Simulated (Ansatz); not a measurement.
Diatomic GeRu, closed-shell singlet (lowest of 2S+1 = 1, 3, 5, 7 at CCSD(T)/def2-TZVPP on PBE0 minima; our sources give no spin for the ground state, which may be another). No spin–orbit coupling. Ge is treated without relativity. The T1 diagnostic near the minimum is 0.066, so single-reference values are doubtful.

Seven points along R, fitted to fifth degree in 1/R; most abundant isotopes. In def2 and cc sets the state is the lowest found near the PBE0 minimum, followed along R. The singlet is held restricted.

Codes used: Ansatz (Gaussian basis) for Hartree–Fock, density functionals and correlated methods.  In def2 rows elements past Kr take small-core potentials, without spin–orbit coupling.

Question: What bond length and harmonic frequency does r2SCAN/def2-TZVPP give?

Answer: r_e = 2.134 Å, ω_e = 395 cm⁻¹.

Question: What bond length and harmonic frequency does CAM-B3LYP/def2-TZVPP give?

Answer: r_e = 2.119 Å, ω_e = 403 cm⁻¹.

Question: What bond length and harmonic frequency does wB97M-V/def2-TZVPP give?

Answer: r_e = 2.110 Å, ω_e = 412 cm⁻¹.

Ansatz is an electronic-structure program.
